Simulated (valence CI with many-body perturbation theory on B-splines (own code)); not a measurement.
**E1 line list for Ta⁶⁰⁺**

Level of theory: relativistic CI+MBPT: three valence electrons over a frozen Dirac-Fock core [Ne], a basis of 11 s, 11 p, 9 d, 7 f, 5 g, 2 h, 1 i functions for each j, with the one-electron correlation potential Σ1, the two-electron term Σ2, the three-electron term Σ3, Breit, model QED; selected CI, second order for the rest (own B-spline code, finite nucleus).

No measured spectrum was set against this ion. As an estimate, large intervals hold to a few tenths of a per cent, small ones and those within an open d or f shell to about a per cent.

Lines 1 to 50 of 251 in falling wavelength, among levels below 102.61 Ry, chosen from the strongest by gf and those to the six lowest levels. Wavelengths and rates use the calculated energies. Electric multipoles are in the length gauge, E1 and E2 with the static RPA response of the core. Weak lines are less certain than strong ones. Lines between different terms over intervals too small for the method are left out, as are lines whose strength nearly cancels. The highest levels of a list are the least certain.

Levels are named by their leading jj configuration (3d3/2^4 stands for four electrons in 3d with j = 3/2), which in mixed levels can hold well under half, so a name can repeat and another be missing. Letters in brackets count levels of one name in rising energy.

```
λ vac (nm)                          Upper                       Lower   A (s⁻¹)  S (a.u.) with core polarisation  S without
     9.920      (3p1/2 3p3/2 3d3/2) J=7/2  (3s 3p3/2 3d3/2) J=5/2 [b]  5.18e+09                         2.00e-02   2.03e-02
     9.589         (3s 3p1/2 3d3/2) J=5/2          (3s^2 3d3/2) J=3/2  8.51e+09                         2.22e-02   2.26e-02
     9.244     (3s 3p1/2 3p3/2) J=3/2 [a]          (3s^2 3p3/2) J=3/2  1.97e+09                         3.07e-03   3.12e-03
     8.847  (3p1/2 3p3/2 3d5/2) J=7/2 [b]  (3s 3p3/2 3d5/2) J=5/2 [b]  1.15e+10                         3.14e-02   3.19e-02
     8.709      (3p1/2 3p3/2 3d5/2) J=9/2  (3s 3p3/2 3d5/2) J=7/2 [b]  9.66e+09                         3.15e-02   3.20e-02
     8.167         (3s 3p1/2 3d5/2) J=7/2          (3s^2 3d5/2) J=5/2  2.22e+10                         4.77e-02   4.84e-02
     8.161         (3s 3p1/2 3p3/2) J=5/2          (3s^2 3p3/2) J=3/2  1.34e+10                         2.15e-02   2.18e-02
     7.714          (3p1/2^2 3p3/2) J=3/2  (3s 3p1/2 3p3/2) J=3/2 [b]  5.29e+09                         4.79e-03   4.87e-03
     7.691      (3p1/2 3p3/2 3d5/2) J=9/2  (3s 3p3/2 3d5/2) J=7/2 [a]  1.34e+10                         3.01e-02   3.06e-02
     7.655     (3s 3p1/2 3d5/2) J=5/2 [b]          (3s^2 3d5/2) J=5/2  1.68e+10                         2.23e-02   2.27e-02
     7.569             (3s 3p1/2^2) J=1/2          (3s^2 3p1/2) J=1/2  3.62e+10                         1.55e-02   1.58e-02
     7.503      (3p1/2 3p3/2 3d3/2) J=7/2      (3s 3p3/2 3d3/2) J=7/2  1.79e+10                         2.98e-02   3.03e-02
     7.469  (3p1/2 3p3/2 3d5/2) J=5/2 [a]  (3s 3p3/2 3d5/2) J=3/2 [a]  2.67e+10                         3.30e-02   3.35e-02
     7.431         (3s 3p1/2 3d5/2) J=3/2          (3s^2 3d5/2) J=5/2  2.43e+10                         1.97e-02   2.00e-02
     7.341  (3p1/2 3p3/2 3d5/2) J=3/2 [b]      (3s 3p3/2 3d5/2) J=1/2  2.81e+10                         2.20e-02   2.23e-02
     7.335          (3p1/2^2 3d5/2) J=5/2      (3s 3p1/2 3d5/2) J=3/2  3.58e+10                         4.19e-02   4.25e-02
     7.176     (3s 3p1/2 3p3/2) J=3/2 [b]          (3s^2 3p3/2) J=3/2  2.39e+10                         1.74e-02   1.77e-02
     7.144  (3p1/2 3p3/2 3d5/2) J=3/2 [a]  (3s 3p3/2 3d5/2) J=5/2 [a]  3.90e+10                         2.81e-02   2.85e-02
     7.129          (3p1/2^2 3d5/2) J=5/2  (3s 3p1/2 3d5/2) J=5/2 [b]  3.63e+10                         3.89e-02   3.95e-02
     7.123     (3s 3p1/2 3d3/2) J=3/2 [a]  (3s 3p1/2 3p3/2) J=3/2 [b]  2.57e+10                         1.84e-02   1.86e-02
     7.008             (3s^2 3p3/2) J=3/2          (3s 3p1/2^2) J=1/2  2.14e+08                         1.45e-04   1.47e-04
     6.968  (3p1/2 3p3/2 3d5/2) J=5/2 [a]  (3s 3p3/2 3d5/2) J=5/2 [a]  2.76e+10                         2.76e-02   2.81e-02
     6.858          (3p1/2 3p3/2^2) J=5/2          (3s 3p3/2^2) J=5/2  2.68e+10                         2.56e-02   2.60e-02
     6.848  (3p1/2 3p3/2 3d5/2) J=7/2 [b]  (3s 3p3/2 3d5/2) J=7/2 [a]  2.34e+10                         2.97e-02   3.02e-02
     6.828          (3p1/2^2 3p3/2) J=3/2      (3s 3p1/2 3p3/2) J=5/2  3.94e+10                         2.48e-02   2.52e-02
     6.789         (3s 3p1/2 3p3/2) J=1/2          (3s^2 3p3/2) J=3/2  3.08e+10                         9.51e-03   9.66e-03
     6.763  (3p1/2 3p3/2 3d5/2) J=5/2 [b]  (3s 3p3/2 3d5/2) J=7/2 [a]  3.37e+10                         3.09e-02   3.13e-02
     6.745          (3p1/2^2 3d3/2) J=3/2      (3s 3p1/2 3d3/2) J=5/2  7.31e+10                         4.43e-02   4.50e-02
     6.736          (3p1/2^2 3d5/2) J=5/2      (3s 3p1/2 3d5/2) J=7/2  6.78e+10                         6.13e-02   6.23e-02
     6.720  (3p1/2 3p3/2 3d5/2) J=7/2 [a]      (3s 3p3/2 3d5/2) J=9/2  5.18e+10                         6.21e-02   6.30e-02
     6.686          (3p1/2 3p3/2^2) J=3/2          (3s 3p3/2^2) J=5/2  5.11e+10                         3.02e-02   3.06e-02
     6.658         (3s 3p1/2 3d3/2) J=5/2  (3s 3p1/2 3p3/2) J=3/2 [b]  6.89e+09                         6.02e-03   6.12e-03
     6.541  (3p1/2 3p3/2 3d3/2) J=5/2 [b]      (3s 3p3/2 3d3/2) J=7/2  5.90e+10                         4.89e-02   4.97e-02
     6.532  (3p1/2 3p3/2 3d3/2) J=5/2 [a]       (3p1/2 3p3/2^2) J=5/2  2.58e+10                         2.13e-02   2.16e-02
     6.479  (3p1/2 3p3/2 3d3/2) J=3/2 [b]  (3s 3p3/2 3d3/2) J=5/2 [a]  3.10e+10                         1.67e-02   1.69e-02
     6.445      (3p1/2 3p3/2 3d5/2) J=9/2      (3s 3p3/2 3d5/2) J=9/2  3.74e+10                         4.94e-02   5.01e-02
     6.361     (3s 3p1/2 3d3/2) J=3/2 [a]      (3s 3p1/2 3p3/2) J=5/2  3.37e+10                         1.71e-02   1.74e-02
     6.326          (3p1/2^2 3d3/2) J=3/2  (3s 3p1/2 3d3/2) J=3/2 [a]  4.42e+10                         2.21e-02   2.24e-02
     6.218          (3p1/2^2 3p3/2) J=3/2  (3s 3p1/2 3p3/2) J=3/2 [a]  2.04e+10                         9.70e-03   9.85e-03
     5.988         (3s 3p1/2 3d3/2) J=5/2      (3s 3p1/2 3p3/2) J=5/2  1.08e+10                         6.85e-03   6.94e-03
     5.843         (3s 3p1/2 3d3/2) J=1/2  (3s 3p1/2 3p3/2) J=3/2 [b]  3.71e+08                         7.30e-05   7.46e-05
     5.829     (3s 3p1/2 3d3/2) J=3/2 [a]  (3s 3p1/2 3p3/2) J=3/2 [a]  4.35e+08                         1.70e-04   1.74e-04
     5.673     (3s 3p1/2 3d3/2) J=3/2 [b]  (3s 3p1/2 3p3/2) J=3/2 [b]  4.62e+09                         1.67e-03   1.69e-03
     5.513         (3s 3p1/2 3d3/2) J=5/2  (3s 3p1/2 3p3/2) J=3/2 [a]  1.32e+08                         6.53e-05   6.59e-05
     5.398             (3s^2 3d3/2) J=3/2          (3s^2 3p3/2) J=3/2  2.77e+08                         8.61e-05   8.63e-05
     5.179     (3s 3p1/2 3d3/2) J=3/2 [b]      (3s 3p1/2 3p3/2) J=5/2  1.99e+09                         5.46e-04   5.57e-04
     4.942         (3s 3p1/2 3d3/2) J=1/2  (3s 3p1/2 3p3/2) J=3/2 [a]  5.59e+09                         6.66e-04   6.76e-04
     4.820     (3s 3p1/2 3d3/2) J=3/2 [b]  (3s 3p1/2 3p3/2) J=3/2 [a]  3.77e+09                         8.34e-04   8.43e-04
     4.743     (3s 3p3/2 3d5/2) J=3/2 [a]          (3s 3p3/2^2) J=3/2  6.32e+10                         1.33e-02   1.35e-02
     4.706     (3s 3p1/2 3d5/2) J=5/2 [a]  (3s 3p1/2 3p3/2) J=3/2 [b]  2.06e+09                         6.37e-04   6.45e-04
```
